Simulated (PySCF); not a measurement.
W(O)2(OH)2 anion (H2O4W), SMILES [O]=[W](=[O])([OH])[OH] (connectivity only; charge and spin as stated), charge -1, multiplicity 2. Atoms are numbered in the order given.

```xyz
7

W      0.0000     0.0000     0.1050
O      1.4541     0.0000     1.0734
O     -1.4541     0.0000     1.0734
O      0.0000     1.2883    -1.4170
H      0.0000     2.2056    -1.1374
O      0.0000    -1.2883    -1.4170
H      0.0000    -2.2056    -1.1374
```
Charge -1, spin multiplicity 2.

Geometry optimised at PBE0-D3(BJ)/def2-SVPD. The spin state was assumed, not searched. The isomer is the one that the SMILES or the coordinates give; other isomers of the formula were not compared. The def2 effective core potentials stand for the cores of W; spin–orbit coupling is left out. The values are those of a single conformer.

Level of theory: r2SCAN/def2-SVPD (PySCF).

The molecule is in vacuum. A positive occupied level means that this level leaves the electron formally unbound; only the finite basis holds it.

Task: Estimate the frontier levels, dipole moment and polarisability. (The exact figures need the calculation; the answer reports its results.)

Result: 
| Property | Result |
|---|---|
| α spin, highest occupied and lowest empty level | 0.79 and 3.37 eV |
| β spin, highest occupied and lowest empty level | -2.10 and 2.64 eV |
| dipole moment about the centre of nuclear charge | 0.48 D |
| mean static polarisability | 69.7 bohr³ (10.32 Å³) |
| polarisability, principal values | 65.3, 71.2, 72.5 bohr³ |
| ⟨S²⟩ | 0.757 (pure state 0.75) |
